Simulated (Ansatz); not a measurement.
Consider the formal exchange of groups at a Ge–C bond: `[CH3][GeH3]` + `C=[CH][GeH2][CH2]F` → `F[CH2][GeH2][GeH3]` + propene.

Calculated with Ansatz (gas phase, PBE0-D4/def2-TZVP geometries, no zero-point term in ΔE). CCSD(T)/CBS adds triple-zeta CCSD(T) − MP2 to the extrapolated MP2 energy (def2 sets, frozen cores). DFT in def2-TZVPP. For Ge outer-core shells are correlated without core-valence functions, which leaves a few kJ/mol of doubt a bond. Scalar relativity is left out up to krypton. One conformer a species, not always the lowest.

```tsv
level	ΔE (kJ/mol)	difference from CCSD(T)/CBS
PBE0-D4	-34.6	-11.5
ωB97X-V	-26.6	-3.5
PBE	-36.3	-13.2
PBE0	-34.8	-11.7
MP2/def2-TZVPP	-18.0	5.1
CCSD/def2-TZVPP	-22.0	1.1
HF/def2-QZVPP	-25.0	-1.9
HF/CBS(def2)	-25.1	-2.0
MP2/CBS(def2)	-20.1	3.0
CCSD/CBS(def2)	-24.1	-1.0
CCSD(T)/CBS	-23.1	0
```

Largest T1 diagnostic among the species: 0.012.

In def2-TZVPP, CCSD(T) changes the Hartree–Fock value by +3.4 kJ/mol (the triples alone add +1.0 kJ/mol) and MP2 by +6.4 kJ/mol.
